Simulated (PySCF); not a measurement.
Molecule: `InChI=1S/C3H7FOSi/c1-3(2-4)5-6/h1-2H2,6H3`.

Structure with atom numbers: `[CH2:1]=[C:2]([CH2:3][F:4])[O:5][SiH3:6]`. Each H is labelled by its parent atom. Ha(C1) is cis to C3; Hb(C1) is trans to C3.

Geometry PBE0-D3(BJ)/def2-SVP throughout; GIAO in PySCF, gas phase, one conformer, non-relativistic; equivalent atoms averaged; basis pcSseg-1.

For orientation, CAM-B3LYP gives these absolute shieldings σ: C2 13.3, C1 92.9, C3 98.9, F4 434.4, O5 243.3, H(Si6) 26.52, Ha(C1) 26.60, H(C3) 26.66, Hb(C1) 26.95 ppm.

A run gave: C2 19.2, C1 96.4, C3 102.1, F4 430.9, O5 238.6, H(Si6) 26.36, Ha(C1) 26.51, H(C3) 26.61, Hb(C1) 26.87 ppm (absolute shieldings σ).

Q: Which functional was used in that run?
A. WP04
B. B97-2
C. BHandHLYP
D. PBE0

A: D. H(Si6) tells them apart best: PBE0 gives 26.36, B97-2 gives 26.58, BHandHLYP gives 26.80, WP04 gives 27.41 ppm.
